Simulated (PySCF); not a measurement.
## Nb⁺: excitation energy

Nb⁺ [Kr] 4d4 (5D) → Nb⁺ [Kr] 4d3 5s1 (5F), as a difference of total energies. Computed with PySCF 2.14 in aug-cc-pwCVDZ-PP with ECP28MDF (6s6p5d3f, 70 functions), with scalar relativity through the core potential. Correlated levels: valence: 4s2 4p6 frozen; valence and next inner shell: nothing frozen outside the core potential. The calculations carry no spin-orbit coupling.

| method | excitation energy (eV) |
| --- | --- |
| UHF | 0.052 |
| LDA | 0.199 |
| PBE | 0.223 |
| PBE0 | 0.317 |
| M06 | 0.918 |
| BP86 | 0.168 |
| wB97X | 0.476 |
| B97-3 | 0.300 |
| MP2 (valence) | 0.247 |
| SCS-MP2 (valence) | 0.117 |
| MP2 (valence and next inner shell) | 0.167 |
| SCS-MP2 (valence and next inner shell) | 0.082 |

Question: How much does correlation contribute at MP2 (valence and next inner shell)?

Answer: 0.167 − (0.052) = 0.115 eV, measured against UHF.

Errors of the correlated levels include the incompleteness of this basis and the frozen core.

For comparison: 0.326 eV (measured; NIST levels, between the centres of gravity of the two terms).
